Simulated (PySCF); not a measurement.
# Orbital picture of RbLi

BP86 at R = 3.569 Å; Rb def2-SVP with ECP28, Li def2-SVP; scalar-relativistic core potentials (PySCF 2.14). State: ¹Σ⁺ (singlet), closed shell. Only the outer orbitals are listed, counted within each symmetry, core potentials removing the inner ones.

| orbital | occ. | ε (eV) | on Rb (%) | main shells (%) |
| --- | --- | --- | --- | --- |
| 1σ | 2 | -50.80 | 0 | 100 Li s |
| 2σ | 2 | -32.26 | 100 | 100 Rb s |
| 1π | 2 | -16.00 | 100 | 100 Rb p |
| 1π | 2 | -16.00 | 100 | 100 Rb p |
| 3σ | 2 | -15.96 | 100 | 100 Rb p |
| 4σ | 2 | -2.85 | 49 | 50 Li s, 44 Rb s |
| 5σ | 0 | -1.77 | 56 | 53 Rb s, 39 Li s |
| 2π | 0 | -1.01 | 70 | 57 Rb p, 30 Li p, 12 Rb d |
| 2π | 0 | -1.01 | 70 | 57 Rb p, 30 Li p, 12 Rb d |

Task: Which are the highest filled and the lowest empty level, where do they sit, and how wide is the gap?

Result: Highest filled 4σ at -2.85 eV (in %: 50 Li s, 44 Rb s); lowest empty 5σ at -1.77 eV (in %: 53 Rb s, 39 Li s); the gap at BP86 is 1.08 eV.

- bond order (Mayer): 1.00
- ⟨S²⟩: 0.000
- charge on Rb (Mulliken, basis-dependent): 0.04
- charge on Rb (Löwdin, basis-dependent): -0.01
- dipole moment (positive dipole means Rb(−)Li(+)): -2.74 D

Closed-shell solutions of metal pairs were not tested for spin polarisation, which can lower them a little.
